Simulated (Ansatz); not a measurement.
Results of the Gaussian-basis code of Ansatz.

A structure relaxed at PBE0-D4/def2-TZVP, charge 0, multiplicity 1:

```xyz
4

F    -1.5643    0.5543   -0.3976
Al   -0.0305    0.0771   -0.1120
F     1.1401    0.5184   -1.1591
Br    0.4546   -1.1498    1.6687
```

**Question.** Give its formula and SMILES.

**Answer.** AlBrF2, `[F][Al]([F])[Br]`.

**Question.** Point group (tolerance 0.08 Å, 0.16 Å for H)?

**Answer.** C2v.

**Question.** Summarise the bond lengths by kind.

**Answer.** 2 × Al–F 1.631 Å; 1 × Al–Br 2.216 Å.
